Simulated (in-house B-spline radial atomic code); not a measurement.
Configurations of Zn4+, with energies counted from [Ar] 3d8. Method: scalar-relativistic (X2C) wB97X, spin-polarised, spherical fractional occupations, exact exchange averaged over the configuration, Fermi nucleus of rms radius 3.9283 fm. Calculated with a B-spline radial code for spherical atoms. Shells without spins written out take the highest spin.

Occupations are held fixed; configurations that lie above the ionisation limit could autoionise.

```
       configuration  E - E(ref) (eV)  highest orbital  its <r> (bohr)
        [Ar] 3d7 4p1           35.917            4p up           2.009
    [Ne] 3s2 3p5 3d9           76.479          3d down          0.7743
[Ne] 3s2 3p5 3d8 4s1           101.74            4s up           1.788
[Ne] 3s2 3p5 3d8 4p1           112.64            4p up           2.003
```

Q: Order these further configurations by energy, lowest first.
A. [Ne] 3s2 3p5 3d8 4f1
B. [Ar] 3d7 4d1
C. [Ar] 3d7 4s1
D. [Ar] 3d7 4f1
E. [Ne] 3s2 3p5 3d8 4d1

A: C (25.058 eV), B (51.173 eV), D (61.904 eV), E (127.98 eV), A (138.76 eV).
